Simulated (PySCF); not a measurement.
A survey of 31P NMR shifts

Method: GFN2-xTB structure, shieldings: GIAO PBE0/pcSseg-1, in PySCF 2.14 (in vacuum, one conformer, averaged over atoms made equivalent by symmetry, fast rotation or ring inversion, relativity neglected).

Shieldings were converted by a linear fit to measured shifts: 31P: δ = 270.09 − 0.828σ (rms 18.1 ppm, 64 shifts vs H3PO4, solution or neat liquid). A few per cent of atoms miss by over 2 rms, more outside the fitted compound classes.

(1) Give the 31P shifts of `CC(C)(C)[P@@]1(=O)C=C1F`, `C[P@@](=O)(O)CC(F)(F)F`, `S=P12C=CC(C=C1)C=C2`, `CC[P@]1(=O)C=CCC1`.

(2) Match the shifts 35.6, -14.3, -74.4, -92.0, -245.2 ppm to `CC[Si@@H](O[SiH3])[Si@@H](C)P`, `CC#CPc1cccs1`, `C#C[P@@H](=O)[C@@H](C)CC`, `CC1=CCC[P@]1(C)=O`, `CC[C@H](C)P1(=O)C=C1`.

Results:

(1) 
```
               compound                                        environment  δ (ppm)
CC(C)(C)[P@@]1(=O)C=C1F  phosphorus bonded to 3 C, O, in a 3-membered ring    -18.5
 C[P@@](=O)(O)CC(F)(F)F                      phosphorus bonded to 2 C, 2 O     26.1
    S=P12C=CC(C=C1)C=C2  phosphorus bonded to 3 C, S, in a 6-membered ring     -0.7
      CC[P@]1(=O)C=CCC1  phosphorus bonded to 3 C, O, in a 5-membered ring     42.7
```

(2) 35.6: CC1=CCC[P@]1(C)=O (phosphorus bonded to 3 C, O, in a 5-membered ring); -14.3: C#C[P@@H](=O)[C@@H](C)CC (phosphorus bonded to 2 C, O, H); -74.4: CC[C@H](C)P1(=O)C=C1 (phosphorus bonded to 3 C, O, in a 3-membered ring); -92.0: CC#CPc1cccs1 (phosphorus bonded to 2 C, H); -245.2: CC[Si@@H](O[SiH3])[Si@@H](C)P (phosphorus bonded to Si, 2 H).
